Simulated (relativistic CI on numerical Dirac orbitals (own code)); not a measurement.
## Ho3+: M4,5 absorption edge

Computed with this model: Dirac-Coulomb-Breit CI, KLI orbitals optimised for each configuration, model QED (radiative potential, 1s self-energy scaled to tabulated hydrogen-like ionisation energies), valence Slater integrals scaled by 0.7, multiplet model of core-to-valence dipole absorption; configurations [Xe] 4f10 → [Ar] 3d9 4s2 4p6 4d10 4f11 5s2 5p6; 80 K; Lorentzian 0.6 eV and Gaussian 0.4 eV FWHM. Energies are those of the free ion, without screening or charge transfer. The branching ratio is the share of the lower-energy edge in the whole absorption, uncertain by about 0.02 where the edges overlap. S is read from ⟨S²⟩ = S(S + 1).

free ion: ground-state S = 1.92, centroid 1354.08 eV, branching ratio 0.906. Peaks (eV, height): 1347.2 (21), 1348.9 (46), 1349.7 (62), 1351.4 (100), 1353.0 (20), 1353.8 (12), 1388.1 (17).

The statistical ratio of this edge is 3/5 = 0.600. Values above it arise where the holes sit mainly in the j = l + 1/2 valence subshell or the ground state has high spin; values below it where core-valence Coulomb terms move weight to the upper edge, as in nearly empty shells.

Strongest unbroadened transitions for free ion:

```
Energy (eV)  Relative strength
    1347.19               20.3
    1348.02                1.7
    1348.83               40.7
    1349.69                4.3
    1349.73               53.7
    1350.47               10.7
    1350.52                7.4
    1350.74                6.0
    1351.09               16.1
    1351.46              100.0
    1352.54                2.3
    1353.06               14.6
    1353.89                5.9
    1354.25                4.0
    1387.45                3.8
    1387.93               11.9
    1388.23                2.0
    1388.45                9.9
```
